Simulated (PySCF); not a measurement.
# Spinor energies of Dy⁴⁹⁺ (dysprosium, charge +49)

Start: [Ne] 3s2 3p5; 3p1/2 filled at m_j = -1/2, +1/2; 3p3/2 filled at m_j = -1/2, +1/2, +3/2. Calculated with PySCF 2.14 in an even-tempered Gaussian basis (18 s from 13 bohr⁻², ratio 2.4; 14 p from 16 bohr⁻², ratio 2.4; 4 d from 61 bohr⁻², ratio 2.6; 4 f from 91 bohr⁻², ratio 2.6): generalised Hartree-Fock with the X2C-1e Hamiltonian and a Gaussian nucleus; one run each with spin-orbit coupling (SO) switched off, then screened by Boettger's factors.

```csv
spinor shell,electrons,"ε, spin-free (eV)","ε, screened SO (eV)",weight of nominal j (screened SO),"rms radius, screened SO (bohr)"
1s1/2,2,-57381.5,-57368.4,1.000,0.0240
2s1/2,2,-12326.4,-12321.7,1.000,0.0958
2p1/2,2,-11311.4,-11888.8,1.000,0.0818
2p3/2,4,-11311.4,-11064.5,1.000,0.0881
3s1/2,2,-4791.2,-4789.5,1.000,0.232
3p1/2,2,-4476.5,-4619.8,0.999,0.221
3p3/2,3,-4476.5,-4414.1,1.000,0.231
```

```tsv
quantity	spin-free	screened SO
E (hartree)	-9851.77069	-9862.77597
M_J	3/2	3/2
⟨J²⟩	3.750	3.750
⟨L²⟩	2.000	2.028
⟨S²⟩	0.750	0.778
```

Each row is a mean over spinors that exchange with the open shell spreads, by up to 24.489 eV (3s1/2).

Breit and QED terms are absent; they matter most for the inner s and p1/2 levels.

Densities and radii are taken from the X2C orbitals without a picture-change correction, which distorts them close to the nucleus.

Without spin-orbit coupling the j labels of p, d and f shells carry no meaning; the spin-free column gives the mean over the occupied spinors of each nl shell.
